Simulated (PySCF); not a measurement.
Cu2S: fields on a plane

All numbers come from PBE0/[S def2-TZVP, Cu def2-TZVP], no relativity, density fitting, PySCF.

The singlet minimum has Cu–Cu 2.610 Å, S–Cu 2.101 Å (×2); Cu–Cu–S 51.6° (×2), Cu–S–Cu 76.8°.

The plane holds S1 at (0.00, 0.00), Cu2 at (2.10, 0.00), Cu3 at (0.48, 2.05) Å. Columns run from x = -1.95 to 4.35 Å, rows from y = 4.35 (top) to -1.95 Å, in steps of 0.3 Å. Other isomers or separated fragments may lie lower.

Q: Give the electron localisation function (set to 0 where the density is under 0.005 e/Å³). Every second row and column.

A: 
```
0.00 0.00 0.00 0.00 0.00 0.00 0.00 0.00 0.00 0.00 0.00
0.00 0.00 0.00 0.02 0.01 0.00 0.00 0.00 0.00 0.00 0.00
0.00 0.06 0.10 0.07 0.04 0.03 0.05 0.04 0.00 0.00 0.00
0.00 0.14 0.15 0.25 0.66 0.26 0.12 0.14 0.00 0.00 0.00
0.00 0.19 0.15 0.44 0.81 0.55 0.17 0.23 0.14 0.00 0.00
0.07 0.25 0.38 0.16 0.26 0.15 0.24 0.23 0.18 0.05 0.00
0.09 0.48 0.79 0.75 0.70 0.40 0.17 0.28 0.12 0.04 0.00
0.17 0.67 0.77 0.86 0.08 0.45 0.68 0.23 0.21 0.02 0.00
0.16 0.66 0.85 0.08 0.41 0.46 0.42 0.71 0.15 0.02 0.00
0.07 0.42 0.75 0.82 0.76 0.47 0.14 0.15 0.10 0.03 0.00
0.00 0.10 0.30 0.41 0.34 0.24 0.21 0.16 0.09 0.00 0.00
```

Q: Give the electrostatic potential (V) (cut at 20 V). Lower edges of the bins (V): '0' -1.17, '1' -1.04, '2' -0.85, '3' -0.53, '4' -0.03, '5' 0.75, '6' 2.01, '7' 3.99, '8' 7.13, '9' 12.11; top 20.0.

A: 
```
4444555555555555444444
4445555566555555544444
4445556666665555544444
4445566777666555554444
4445567788776555554444
4445678999876655554444
3445679999987655555444
3345689999987655555554
3334689999987555555555
2224579999986555555555
1113568999876666655555
0013578888777777766555
0025799998778999876655
0136999999899999987665
0147999999899999987665
0147999999899999987665
0146999999789999987665
0025799997678999876655
0013567765457777766555
0001234432345666665555
1000011100134455555555
1100000000123444555544
```
